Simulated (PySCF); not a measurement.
Polarisability and C₆ of Co+ (cobalt, charge +1)

[Ar] 3d8, high-spin 3F determinant. All numbers are calculated (PySCF 2.14, the non-relativistic Hamiltonian (point nucleus), in def2-QZVPPD (11s6p5d4f2g, 100 functions)). Coupled (time-dependent) response in atomic units; α is the mean over directions.

| method | mean α (bohr³) | C₆ (like pair) | S(−4) |
| --- | --- | --- | --- |
| PBE0 | 8.788 | 30.76 | 74.72 |
| r2SCANh | 9.135 | 32.42 | 79.68 |

S(−4) is the Cauchy moment in α(ω) = α(0) + S(−4) ω² + …

α(iu) at PBE0:

```
u (hartree)  α(iu) (bohr³)
          0          8.788
     0.0500          8.608
      0.100          8.136
      0.200          6.873
      0.300          5.748
      0.500          4.251
      0.750          3.165
       1.00          2.484
       1.50          1.684
       2.00          1.236
       3.00         0.7591
       5.00         0.3740
```

For an ion, C₆ is the dispersion term alone; charge-induced terms of lower order in 1/R come first.
